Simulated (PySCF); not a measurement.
# Broadened absorption spectrum of C5H9NSSi

Species: C5H9NSSi.
SMILES: `C[SiH2]/C=C(\C#N)SC`

Method used: PySCF 2.14.0, density-fitted response routines, TDDFT B3LYP/def2-SVPD, vertical, gas phase, core orbitals frozen in the response. The structure is a single GFN2-xTB conformer in the gas phase; no vibrational or solvent corrections. Torsions of this conformer, `[CH3:1][SiH2:2]/[CH:3]=[C:4](\[C:5]#[N:6])[S:7][CH3:8]`: C1–Si2–C3–C4 75°, C3–C4–S7–C8 -177°.

Computed states:

```csv
state,E (eV),f
S1,4.09,0.191
S2,4.82,0.0009
S3,5.77,0.0002
S4,5.83,0.011
S5,5.90,0.0067
S6,5.98,0.084
S7,6.26,0.015
S8,6.42,0.0049
```

Broadening: Gaussians 0.25 eV wide at half height, area fixed by f = 4.319×10⁻⁹ ∫ε dν̃. The width is an assumption, not a result. The curve ends short of the highest state used, and states not computed would add to its high-energy end.

(1) Give the broadened spectrum and its maxima.

(2) On this curve, what absorbance would a 10⁻⁵ mol/L sample give at 248 nm over a 1 cm path?

(3) Coming from long wavelengths, where does ε first pass 100 L mol⁻¹ cm⁻¹?

## Answers

(1) 
```
E (eV)  ε (L mol⁻¹ cm⁻¹)
  3.71                36
  3.75               129
  3.79               398
  3.83              1068
  3.87              2489
  3.90              4276
  3.94              7770
  3.98             12251
  4.02             16760
  4.06             19894
  4.10             20488
  4.13             19083
  4.17             15330
  4.21             10686
  4.25              6462
  4.29              3391
  4.33              1544
  4.36               780
  4.40               277
  4.44                85
  4.48                23
  4.52                 7
  4.55                 5
  4.59                 9
  4.63                18
  4.67                33
  4.71                52
  4.75                73
  4.78                85
  4.82                93
  4.86                87
  4.90                72
  4.94                51
  4.97                36
  5.01                20
  5.05                10
  5.09                 4
  5.13                 1
  5.17                 0
  5.20                 0
  5.24                 0
  5.28                 0
  5.32                 0
  5.36                 0
  5.40                 0
  5.43                 1
  5.47                 4
  5.51                15
  5.55                44
  5.59               117
  5.62               226
  5.66               495
  5.70               987
  5.74              1802
  5.78              3034
  5.82              4703
```

Maxima: 303 nm (4.09 eV), ε about 21000, made up of S1 (100%); 257 nm (4.82 eV), ε about 93, made up of S2 (100%) (ε in L mol⁻¹ cm⁻¹; maxima over ε = 5, shares over 10%). At its high-energy end, 5.82 eV, the curve is still rising (ε about 4700, from S4, S5 and S6).

(2) 248 nm is 4.999 eV, where ε is about 23 L mol⁻¹ cm⁻¹, so A = ε c l ≈ 0.00023 (Beer–Lambert, with the gas-phase spectrum and the assumed width).

(3) At about 331 nm (3.74 eV), 0.35 eV below S1.
